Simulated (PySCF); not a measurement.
Working out the ionisation energy of Br⁺

Br⁺ [Ar] 3d10 4s2 4p4 (3P) → Br²⁺ [Ar] 3d10 4s2 4p3 (4S). All numbers are calculated (PySCF 2.14, the spin-free X2C one-electron Hamiltonian (Gaussian nucleus), in aug-cc-pVTZ-DK). Frozen: [Ar] 3d10. Energies in hartree (1 hartree = 27.21139 eV):

| part | Br⁺ (lower) | Br²⁺ (upper) |
| --- | --- | --- |
| UHF | -2604.018791 | -2603.275010 |
| CCSD correlation | -0.123607 | -0.093568 |
| (T) | -0.003312 | -0.002321 |

Task: What does Hartree-Fock give?

Result: (-2603.275010) − (-2604.018791) = 0.743781 hartree = 20.239 eV.

Task: What do CCSD and CCSD(T) give?

Result: The CCSD correlation energies differ by 0.030039 hartree = 0.817 eV and the triples by 0.000991 hartree = 0.027 eV, so CCSD gives 21.056 eV and CCSD(T) 21.083 eV.

Measured between the centres of the two terms (NIST): 21.409 eV, so CCSD(T) (valence) is off by -0.326 eV.

What remains against the reference includes basis incompleteness, the frozen core and higher excitations.
